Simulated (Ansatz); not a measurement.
Mulliken charges of CH$_{4}$Cl$_{2}$SSi (`C[Si](S)(Cl)Cl`) from ωB97M-V/def2-TZVPP in Ansatz (PBE0-D4/def2-TZVP geometry).

| atom | x (Å) | y (Å) | z (Å) | charge (e) |
| --- | --- | --- | --- | --- |
| C1 | -1.185 | -0.244 | -0.009 | -0.414 |
| Si2 | 0.555 | 0.243 | -0.394 | 0.496 |
| S3 | 2.020 | -0.794 | 0.736 | -0.207 |
| Cl4 | 0.997 | -0.203 | -2.340 | -0.189 |
| Cl5 | 0.732 | 2.268 | -0.123 | -0.193 |
| H6 | -1.317 | -1.314 | -0.178 | 0.134 |
| H7 | -1.417 | -0.019 | 1.034 | 0.122 |
| H8 | -1.878 | 0.308 | -0.647 | 0.134 |
| H9 | 1.581 | -0.292 | 1.905 | 0.118 |

Question: By hand: the dipole of these point charges (1 e Å = 4.8032 D).

Answer: Σ q r = (-0.396, -0.185, 0.362) e Å, of length 0.568 e Å = 2.73 D.

Question: How does the dipole of the full density compare? (Best estimate.)

Answer: The calculation gave: (-0.342, -0.118, 0.293) e Å, 2.24 D; the point charges give 1.22 times that, at 5° from its direction.

Point charges leave out the atoms' own dipoles, such as those of lone pairs, and Mulliken's split depends on the basis, so the two needn't agree.
